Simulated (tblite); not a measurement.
Compound: C7H10O.
Cartesian coordinates in Å at the GFN2-xTB level; atoms count from 1:
```xyz
18
C7H10O angstrom
O     -2.6090    1.0132    0.6254
C     -1.4868    0.3677    1.1855
C     -0.4008    0.1137    0.1685
C      0.3394    1.2639   -0.4114
C      1.6008    0.9471   -0.6687
C      1.9361   -0.4602   -0.2589
C      0.6120   -1.0078    0.2407
C     -0.5018   -1.0744   -0.7598
H     -2.8758    0.5261   -0.1630
H     -1.1269    1.0367    1.9721
H     -1.7855   -0.5853    1.6496
H     -0.1368    2.2136   -0.5792
H      2.3380    1.5897   -1.1182
H      2.6948   -0.4652    0.5280
H      2.3302   -1.0380   -1.0986
H      0.6229   -1.7130    1.0582
H     -0.2667   -0.9331   -1.8044
H     -1.2927   -1.7884   -0.5774
```

Computed values, GFN2-xTB/tblite, gas phase, harmonic and unscaled. Errors from tens to a few hundred cm⁻¹ against measured bands are possible. One conformer, not necessarily the lowest.

Harmonic wavenumbers (cm⁻¹): 67.9, 154.9, 247.1, 277.6, 322.6, 389.0, 430.3, 471.5, 659.3, 729.1, 770.8, 782.9, 861.9, 872.0, 919.0, 939.4, 948.3, 967.2, 1005.0, 1017.3, 1045.7, 1062.6, 1070.5, 1089.3, 1121.6, 1139.2, 1168.6, 1228.1, 1247.4, 1283.4, 1289.4, 1339.9, 1343.8, 1393.5, 1457.0, 1468.0, 1475.9, 1674.6, 2857.3, 2944.0, 2969.4, 2970.3, 3069.0, 3075.8, 3089.8, 3113.1, 3134.3, 3535.1.

A = 4315, B = 1611, C = 1382 MHz; mass 110.073 u (most abundant isotopes); point group C1, symmetry number 1.

What is the zero-point energy?

½Σν̃ = 33245 cm⁻¹ = 397.70 kJ/mol.

What is S at 200 K and 1 bar for an ideal gas of classical rigid rotors and harmonic oscillators?

Translation 159.19, rotation 111.78, vibration 40.41: S = 311.4 J/(mol K).

And Cp and H(200 K) − H(0)?

Cp = 89.03 J/(mol K), of which vibrations give 55.77 (their classical limit is 48 R = 399.1); H(200 K) − H(0) = 11.47 kJ/mol without the zero-point energy, 4.82 from vibrations.

Which modes carry the vibrational entropy at 200 K?

67.9 cm⁻¹: 14.35; 154.9 cm⁻¹: 7.83; 247.1 cm⁻¹: 4.55; 277.6 cm⁻¹: 3.82; 322.6 cm⁻¹: 2.96; 389.0 cm⁻¹: 2.03 J/(mol K); the other 42 give 4.86 together.

Blend soft modes into free rotors: weight 1/[1 + (100 cm⁻¹/ν̃)⁴] for the oscillator and the rest for a rotor with moment μB/(μ + B), μ = h/(8π²ν), B = 10⁻⁴⁴ kg m². What vibrational entropy results?

38.61 J/(mol K) in place of 40.41, which changes −T·S at 200 K by +0.36 kJ/mol.

Hindered rotation and anharmonicity are outside this model. Other conformers, if any are populated, would add a mixing term that is left out. The structure is chiral; the term R ln 2 for an equal mix with its mirror image is left out.
